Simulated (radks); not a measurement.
Ionisation ladder of tungsten, from W XXIII to W XLIV. Each ion is in the ground configuration listed by NIST, and IE = E(next ion) - E(this ion). Calculated with a radial shooting solver on a logarithmic mesh with Libxc functionals: scalar-relativistic Kohn-Sham, LDA (Slater exchange, VWN5 correlation), spin-polarised, spherical densities, finite nucleus; open shells are filled with parallel spins first (spin-orbit coupling, left out, can overturn this in heavy ions); Fermi nuclear charge, rms radius 5.3658 fm.

species        configuration  IE, Delta-SCF (eV)  -e(HOMO) (eV)     HOMO
W XXIII        [Kr] 4d10 4f6              641.10         618.64    4f up
W XXIV         [Kr] 4d10 4f5              686.89         663.89    4f up
W XXV          [Kr] 4d10 4f4              733.78         710.25    4f up
W XXVI         [Kr] 4d10 4f3              781.72         757.68    4f up
W XXVII        [Kr] 4d10 4f2              830.70         806.16    4f up
W XXVIII       [Kr] 4d10 4f1              880.69         855.66    4f up
W XXIX             [Kr] 4d10              1135.5         1111.6       4d
W XXX               [Kr] 4d9                   ?         1160.6  4d down
W XXXI              [Kr] 4d8              1234.3         1210.1  4d down
W XXXII             [Kr] 4d7              1284.5         1260.0  4d down
W XXXIII            [Kr] 4d6              1334.9         1310.3  4d down
W XXXIV             [Kr] 4d5              1398.3         1372.9    4d up
W XXXV              [Kr] 4d4              1450.7         1425.1    4d up
W XXXVI             [Kr] 4d3              1503.7         1477.9    4d up
W XXXVII            [Kr] 4d2              1557.0         1531.0    4d up
W XXXVIII           [Kr] 4d1              1610.7         1584.6    4d up
W XXXIX                 [Kr]                   ?         1833.1       4p
W XL       [Ar] 3d10 4s2 4p5              1912.4         1886.7  4p down
W XLI      [Ar] 3d10 4s2 4p4                   ?         1940.0  4p down
W XLII     [Ar] 3d10 4s2 4p3              2032.2         2005.8    4p up
W XLIII    [Ar] 3d10 4s2 4p2              2087.1         2060.7    4p up
W XLIV     [Ar] 3d10 4s2 4p1                   ?         2115.4    4p up

Estimate the withheld Delta-SCF values.

Answer. W XXX: 1184.7 eV (NIST 1180); W XXXIX: 1858.9 eV (NIST 1830); W XLI: 1965.4 eV (NIST 1941); W XLIV: 2141.4 eV (NIST 2210).
